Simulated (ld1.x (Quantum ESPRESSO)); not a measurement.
Reading a pseudo-wave (Sn)

Columns: radius, all-electron u(r) and pseudo u(r) of the 4d shell (level -27.31 eV) of tin in the configuration [Kr] 4d10 5s1 5p3; revPBE, scalar-relativistic, TM scheme, ld1.x (Quantum ESPRESSO) 7.5.

```tsv
r (bohr)	all-electron	pseudo
0.132	0.4268	-0.0175
0.265	0.4541	-0.1269
0.398	-0.0410	-0.3553
0.530	-0.5408	-0.6420
0.663	-0.8678	-0.8910
0.795	-1.0139	-1.0280
0.928	-1.0339	-1.0485
1.060	-0.9800	-0.9889
1.193	-0.8892	-0.8920
1.325	-0.7859	-0.7862
1.458	-0.6817	-0.6817
1.590	-0.5849	-0.5849
1.723	-0.4972	-0.4972
1.855	-0.4208	-0.4208
1.988	-0.3542	-0.3542
2.120	-0.2977	-0.2977
2.252	-0.2497	-0.2497
2.385	-0.2089	-0.2089
2.518	-0.1744	-0.1744
2.650	-0.1457	-0.1457
2.782	-0.1216	-0.1216
2.915	-0.1013	-0.1013
3.048	-0.0843	-0.0843
3.180	-0.0702	-0.0702
3.312	-0.0584	-0.0584
3.445	-0.0485	-0.0485
```

Q: How many radial nodes do the two functions have?

A: The all-electron 4d function has n − l − 1 = 1; the pseudo-wave has 0, since the states of the same l below it are removed with the core.

Q: At about which radius was the pseudo-wave matched?

A: 1.50 bohr. The columns agree to 0.0005 from 1.32 bohr on; several derivatives are matched, so the curves merge somewhat inside the radius.

Q: Where does each function peak?

A: Outermost all-electron maximum near 0.93 bohr, pseudo maximum near 0.93 bohr (to the table’s step).

Q: Is the pseudo-wave norm-conserving?

A: Yes: the TM scheme keeps the norm inside the radius equal to the all-electron one, which fixes the energy derivative of the logarithmic derivative at the level.
